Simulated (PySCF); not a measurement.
Compound: C4H6ClFSi (charge +1 and doublet state).
Structure used (GFN2-xTB), in Å, numbered top down from 1:
```xyz
13
C4H6ClFSi angstrom
F      1.0413    2.4637    0.2735
C      0.9705    1.2469   -0.1991
C      1.8451    0.3376   -0.7318
C      1.0185   -0.1125    0.3922
Si    -0.5031   -1.3051    0.0977
C     -1.7274    0.0637   -0.5481
Cl    -0.8676    1.4294   -1.2711
H      2.5797    0.0968   -1.4615
H      1.4817   -0.2900    1.3596
H     -0.1622   -2.2448   -0.9634
H     -0.9542   -1.8171    1.3840
H     -2.3481    0.4643    0.2530
H     -2.3786   -0.3323   -1.3252
```

The hyperfine couplings belong to this conformer and change with its torsions.

As a line formula: `F[C+]1[CH][C@@H]1[SiH2]CCl` [radical] (charge +1).

Computed with PySCF, UKS B3LYP, pcH-1 on C Cl F H Si, non-relativistic, mean-field spin-orbit, GIAO. Geometry: GFN2-xTB, one conformer, isolated ion. A GFN2-xTB geometry isn't a minimum of the functional, and hyperfine couplings can be far from their values at a DFT geometry, by a factor of two or more for some ions and for spin on atoms past the first row. Stability of the SCF solution: not tested.

(1) What is the g tensor, term by term?

(2) What effective moment and Curie constant follow for a powder?

(3) What are the electron Larmor frequencies g μB B/h along the three axes at 3350 mT?

(4) In a frozen sample, at which fields do the three g values resonate at 9.5, 34, 94 and 263 GHz (hyperfine left aside), and which band first spreads them over more than twice a line width of 1.0 mT?

Answers

(1) 
```csv
Δg (ppt),1,2,3
relativistic mass correction,-0.18,-0.18,-0.18
gauge correction,0.00,0.03,0.03
orbital Zeeman/spin–orbit,0.20,3.18,10.52
total,0.02,3.02,10.37
```

So g = 2.00234, 2.00534, 2.01269 and g_iso = 2.00679; the tensor is rhombic: the two nearest values differ by 29 % of g3 − g1. 

(2) With the mean of g² = 4.0272 and S(S+1) = 0.75: μ_eff = √(⟨g²⟩S(S+1)) = 1.738 μB and χT = 0.12505·⟨g²⟩·S(S+1) = 0.378 cm³ K/mol (cgs; spin-Hamiltonian part alone).

(3) 93.8847, 94.0252, 94.3697 GHz for g1, g2 and g3, a range of 485.0 MHz.

(4) 
| band | GHz | B(g3) mT | B(g2) mT | B(g1) mT | spread mT |
| --- | --- | --- | --- | --- | --- |
| X | 9.5 | 337.24 | 338.47 | 338.98 | 1.74 |
| Q | 34.0 | 1206.96 | 1211.38 | 1213.19 | 6.24 |
| W | 94.0 | 3336.88 | 3349.10 | 3354.12 | 17.24 |
| J | 263.0 | 9336.16 | 9370.36 | 9384.39 | 48.23 |

The spread grows in proportion to the frequency. Q band is the first where it exceeds 2.0 mT.

The Mulliken spin populations are largest on C3 (+0.69), Si5 (+0.12), Cl7 (+0.10) and H9 (+0.08). No atom but C3 exceeds +0.15. The angles at C3 add up to 360.0°, so it is planar; its axial dipolar tensor and the negative coupling of its proton fit spin in a p orbital normal to that plane.

The HOMO–LUMO gaps are 5.11 eV among the α and 4.66 eV among the β orbitals.

On Arm Neoverse V2, one thread, no GPU, shared host with 96 logical CPUs at a one-minute load of 84, this took 71 s of wall time (grids of density and orbitals included) and 0.93 GiB of memory at its peak.
